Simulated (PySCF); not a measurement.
A PySCF script (with the pyscf-properties extension) for the NMR shieldings of SMILES C=C(C=O)C[NH2+]C, [C5H10NO]+, on a GFN2-xTB geometry:

```python
import basis_set_exchange as bse
import numpy as np
from pyscf import gto, dft
from pyscf.prop import nmr

atoms = """
C    -0.127321    2.339414   -1.069134
C    -0.262682    1.307477   -0.234947
C    -1.278425    1.336199    0.827579
O    -1.560560    0.372927    1.512042
C     0.637356    0.090066   -0.281921
N    -0.114999   -1.154783    0.015672
C     0.730635   -2.301369    0.382155
H     0.600531    2.344144   -1.863403
H    -0.748207    3.215364   -0.982841
H    -1.788462    2.296664    0.967102
H     1.405359    0.201445    0.491617
H     1.140444    0.012700   -1.248540
H    -0.764239   -0.865705    0.819969
H    -0.706224   -1.403524   -0.783508
H     0.106750   -3.168961    0.585264
H     1.420515   -2.543598   -0.424758
H     1.302530   -2.066430    1.277741
"""
names = dict.fromkeys(["C", "O", "N", "H"], "pcSseg-1")
basis = {el: gto.basis.parse(bse.get_basis(n, elements=[el], fmt="nwchem")) for el, n in names.items()}
mol = gto.M(atom=atoms, basis=basis, charge=1, verbose=0)
mf = dft.RKS(mol, xc="PBE0")
mf.grids.level = 2
mf.grids.alignment = dft.numint.BLKSIZE   # the property module wants whole blocks of grid points
mf.conv_tol = 1e-9
mf.kernel()

calc = nmr.RKS(mf)   # GIAO
C = mf.mo_coeff
Co = C[:, mf.mo_occ > 0]
resp = mf.gen_response(singlet=True, hermi=2)
def vind(x):   # induced exchange potential for any number of trial vectors
    d = np.einsum("pi,xij,qj->xpq", C, 2 * x.reshape(-1, C.shape[1], Co.shape[1]), Co, optimize=True)
    return np.einsum("xpq,pi,qj->xij", resp(d - d.transpose(0, 2, 1)), C, Co, optimize=True).ravel()
mo1, _ = nmr.rhf.solve_mo1(calc, with_cphf=vind)
sigma = calc.kernel(mo1)
for i, s in enumerate(sigma):   # ppm
    print("%2d %-2s %9.2f" % (i, mol.atom_pure_symbol(i), np.trace(s) / 3))
```

Question: Give the expected output.

Answer: 
```
 0 C      27.72
 1 C      48.70
 2 C     -22.31
 3 O    -265.18
 4 C     130.43
 5 N     211.59
 6 C     151.32
 7 H      24.25
 8 H      24.35
 9 H      21.85
10 H      27.43
11 H      27.58
12 H      17.98
13 H      27.99
14 H      28.25
15 H      28.62
16 H      28.57
```

These numbers come from an equivalent density-fitted implementation of the same equations, which agrees with the script to about 0.01 ppm for H and up to a few tenths of a ppm for heavy atoms, so last digits may differ.

Question: Turn these shieldings into chemical shifts. Shifts are taken against calculated references (same method and geometry level): 13C (186.93 ppm) and 1H (31.72 ppm) against TMS; 17O (336.08 ppm) vs H2O; 15N (267.73 ppm) vs NH3.

Answer: Averaging equivalent atoms: C 2: 209.2; C 0: 159.2; C 1: 138.2; C 4: 56.5; C 6: 35.6; O 3: 601.3; N 5: 56.1; H 9: 9.87; H 12/13: 8.73; H 7: 7.47; H 8: 7.37; H 10/11: 4.21; H 14/15/16: 3.24 ppm. Unscaled 17O shifts of doubly bonded oxygen tend to come out too high, by tens of ppm or more. Experimental scales use liquid or dissolved standards, which lie at an offset from isolated NH3 (liquid NH3: subtract about 20 ppm) and H2O (liquid H2O: subtract about 36 ppm).

Size and cost of the density-fitted run: 169 basis functions, 45 s wall time on 1 thread of an AMD EPYC, shared host; peak memory 0.88 GiB.
